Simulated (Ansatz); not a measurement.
This geometry of CHBSe (4 atoms, charge 0, multiplicity 1) is a first-order saddle point.

Theory: Ansatz, RKS PBE/def2-SVP.

```xyz
4
Properties=species:S:1:pos:R:3
B -0.938 0.957 0.063
C 0.193 0.046 0.351
Se 0.746 -1.610 0.489
H 0.000 0.607 -0.903
```

Which two structures does it join? (They come from a converged band through this point; their orientation in space is the band's.)

Bonds broken: B1–H4. Bonds formed: B1–Se3, C2–H4.

Initial state:

```xyz
4
Properties=species:S:1:pos:R:3
B -0.314 0.676 -0.370
C 0.209 -0.457 0.257
Se 0.864 -1.863 1.019
H -0.759 1.643 -0.906
```

Final state:

```xyz
4
Properties=species:S:1:pos:R:3
B -0.791 0.124 1.051
C -0.054 0.310 -0.243
Se 0.717 -1.227 0.408
H 0.128 0.793 -1.216
```

How far does it lie above each of them?

40.1 kcal/mol above the first and 20.4 kcal/mol above the second. This is the barrier of this one path; another mechanism may lie lower. The orbitals stay closed-shell, which can raise the energy where a bond breaks towards radicals; this wasn't checked here.

Time of the run: 2.3 min on 1 thread of Intel(R) Xeon(R) Platinum 8488C (Sapphire Rapids), on a shared host, peak memory 0.14 GiB.
